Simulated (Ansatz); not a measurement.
`F[SiH](F)[AlH2]`. Charge 0, multiplicity 1.

Cartesian coordinates in Å:
```
F 0.0911 -1.5746 1.4732
Si -0.5281 -0.8720 0.1742
F -2.0350 -0.4744 0.5424
Al 0.7614 1.1849 -0.3373
H -0.6277 -1.9378 -0.8584
H 1.4742 1.3420 -1.7461
H 0.8640 2.3318 0.7519
```

Give the diagnostics of a CCSD(T)/def2-TZVPP run (frozen core, Ansatz 0.2.0). (Estimate.)

Ansatz gave: T1 = 0.0122, largest single amplitude 0.017, largest double 0.035, (T) share of the correlation energy 2.7 %, 9 CCSD cycles. The RHF solution is stable towards an unrestricted one. T1 lies under the customary mark of 0.02 for closed shells.
